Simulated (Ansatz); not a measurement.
Geometry optimisation, Ansatz, RKS BLYP/def2-SVP.

input.yaml

```yaml
crystal:
  periodic: [false, false, false]
  atoms:
    - { symbol: Al, position_ang: [-0.177389, -0.254746, -0.03042] }
    - { symbol: O, position_ang: [-0.004789, -0.334966, 1.726531] }
    - { symbol: H, position_ang: [-0.788747, -0.500577, 2.280099] }
    - { symbol: O, position_ang: [1.228835, -0.488235, -0.9867] }
    - { symbol: H, position_ang: [2.12179, -0.628331, -0.629829] }
    - { symbol: H, position_ang: [-1.576323, -0.166001, -0.75089] }
    - { symbol: F, position_ang: [0.206112, 2.43116, 0.938022] }
    - { symbol: H, position_ang: [0.261411, 1.848295, 1.669087] }
basis:
  gaussian: { orbitals: def2-SVP }
hamiltonian:
  xc: blyp
relax:
  f_tol: 0.03
  max_steps: 50
output:
  orbitals: {}
```

Command:

```bash
$ ansatz run input.yaml --threads 1 --pin off --max-ram 2048MiB --backend cpu --events-out ev --progress --plain --runs-dir out
```

Question: Where does it end, and by what steps?

Answer: It converged. After 16 steps the energy has fallen by 1.226 eV; H8 moved furthest, 1.04 Å. Parted: F7–H8 (0.94 → 2.18 Å). Joined: Al1–F7 (2.88 → 1.72 Å), O2–H8 (2.20 → 0.99 Å).

| step | energy less start (eV) | largest force component (eV/Å) | accepted |
| --- | --- | --- | --- |
| 0 | 0.0000 | 0.623 | yes |
| 1 | -0.1737 | 0.752 | yes |
| 2 | -0.3482 | 0.972 | yes |
| 3 | -0.4777 | 1.108 | yes |
| 4 | -0.4791 | 1.758 | yes |
| 5 | -0.6165 | 1.494 | yes |
| 6 | -0.3805 | 8.431 | no |
| 7 | -0.8636 | 0.802 | yes |
| 8 | -1.0379 | 0.771 | yes |
| 9 | -1.1638 | 0.340 | yes |
| 10 | -1.2136 | 0.200 | yes |
| 11 | -1.2140 | 0.670 | yes |
| 12 | -1.2167 | 0.647 | yes |
| 13 | -1.2197 | 0.506 | yes |
| 14 | -1.2250 | 0.086 | yes |
| 15 | -1.2255 | 0.048 | yes |
| 16 | -1.2258 | 0.028 | yes |

```xyz
8
Properties=species:S:1:pos:R:3
Al -0.022 0.328 -0.134
O -0.042 0.010 1.885
H -0.899 -0.312 2.233
O 1.231 -0.622 -0.841
H 2.163 -0.347 -0.835
H -1.513 -0.069 -0.504
F 0.314 1.965 0.253
H 0.039 0.954 2.160
```

Whether the end is a true minimum wasn't checked by a vibrational analysis.

The run took 38 s on 1 thread of Arm Neoverse V2 (shared host), peak memory 0.13 GiB.
